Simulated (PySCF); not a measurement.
HCl₃Ge, charge +1, doublet, geometry from GFN2-xTB (a state made from the parent by changing its charge; the spin is typed, not shown lowest); B3LYP/STO-3G (PySCF).

Input for PySCF:
```python
from pyscf import gto, scf, dft

mol = gto.M(
    atom='''
Ge   -0.01929445   -0.00138719    0.27034132
Cl   -0.21577045    2.04019173   -0.21134258
Cl    1.89128543   -0.81909955   -0.07563228
Cl   -1.63154486   -1.21793090   -0.32910572
H    -0.13006941   -0.00935147    1.82244780
''',
    basis='sto-3g',
    charge=1,
    spin=1,
    verbose=4,
)

mf = dft.UKS(mol)
mf.xc = 'b3lyp'
mf.kernel()
```

The log (banner, timings and long lists left out):

```
PySCF version 2.14.0

[INPUT] verbose = 4
[INPUT] num. atoms = 5
[INPUT] num. electrons = 83
[INPUT] charge = 1
[INPUT] spin (= nelec alpha-beta = 2S) = 1
[INPUT] symmetry False subgroup None
[INPUT] Mole.unit = angstrom
[INPUT] Symbol           X                Y                Z      unit          X                Y                Z       unit  Magmom
[INPUT]  1 Ge    -0.019294450000  -0.001387190000   0.270341320000 AA   -0.036461226224  -0.002621409183   0.510871054953 Bohr   0.0
[INPUT]  2 Cl    -0.215770450000   2.040191730000  -0.211342580000 AA   -0.407747056274   3.855403611303  -0.399379594659 Bohr   0.0
[INPUT]  3 Cl     1.891285430000  -0.819099550000  -0.075632280000 AA    3.574011486080  -1.547873818254  -0.142924295376 Bohr   0.0
[INPUT]  4 Cl    -1.631544860000  -1.217930900000  -0.329105720000 AA   -3.083172945342  -2.301555839645  -0.621919676828 Bohr   0.0
[INPUT]  5 H     -0.130069410000  -0.009351470000   1.822447800000 AA   -0.245795562084  -0.017671717162   3.443927218316 Bohr   0.0

nuclear repulsion = 559.220310379825
number of shells = 24
number of NR pGTOs = 138
number of NR cGTOs = 46
basis = sto-3g
ecp = {}

******** <class 'pyscf.dft.uks.UKS'> ********
method = UKS
initial guess = minao
damping factor = 0
level_shift factor = 0
DIIS = <class 'pyscf.scf.diis.CDIIS'>
diis_start_cycle = 1
diis_space = 8
diis_damp = 0
SCF conv_tol = 1e-09
SCF conv_tol_grad = None
SCF max_cycles = 50
direct_scf = True
direct_scf_tol = 1e-13
number electrons alpha = 42  beta = 41
XC library pyscf.dft.libxc version 7.1.2
    S. Lehtola, C. Steigemann, M. J. T. Oliveira, and M. A. L. Marques,  SoftwareX 7, 1–5 (2018)
XC functionals = b3lyp
    P. J. Stephens, F. J. Devlin, C. F. Chabalowski, and M. J. Frisch,  J. Phys. Chem. 98, 11623 (1994)
radial grids:
    Treutler-Ahlrichs [JCP 102, 346 (1995); DOI:10.1063/1.469408] (M4) radial grids

becke partition: Becke, JCP 88, 2547 (1988); DOI:10.1063/1.454033
pruning grids: <function nwchem_prune>
grids dens level: 3
symmetrized grids: False
atomic radii adjust function: <function treutler_atomic_radii_adjust>
small_rho_cutoff = 0
Set gradient conv threshold to 3.16228e-05
tot grids = 87088
init E= -3416.41424595257

cycle= 1 E= -3418.92291727492  delta_E= -2.51  |g|= 0.196  |ddm|= 2.14
cycle= 2 E= -3418.95185888785  delta_E= -0.0289  |g|= 0.103  |ddm|= 0.716
cycle= 3 E= -3418.96136965994  delta_E= -0.00951  |g|= 0.0241  |ddm|= 0.253
cycle= 4 E= -3418.96178490524  delta_E= -0.000415  |g|= 0.0116  |ddm|= 0.0681
cycle= 5 E= -3418.96191591941  delta_E= -0.000131  |g|= 0.00117  |ddm|= 0.026
cycle= 6 E= -3418.96191802797  delta_E= -2.11e-06  |g|= 0.000213  |ddm|= 0.00376
cycle= 7 E= -3418.96191811938  delta_E= -9.14e-08  |g|= 6.36e-05  |ddm|= 0.000916
cycle= 8 E= -3418.96191811965  delta_E= -2.73e-10  |g|= 6.36e-05  |ddm|= 0.000374
cycle= 9 E= -3418.96191812552  delta_E= -5.87e-09  |g|= 7.61e-06  |ddm|= 0.000239
cycle= 10 E= -3418.96191812561  delta_E= -9.37e-11  |g|= 9.76e-07  |ddm|= 2.97e-05
Extra cycle  E= -3418.96191812561  delta_E= -9.09e-13  |g|= 1.08e-06  |ddm|= 4.12e-06
converged SCF energy = -3418.96191812561  <S^2> = 0.75344629  2S+1 = 2.0034433
```
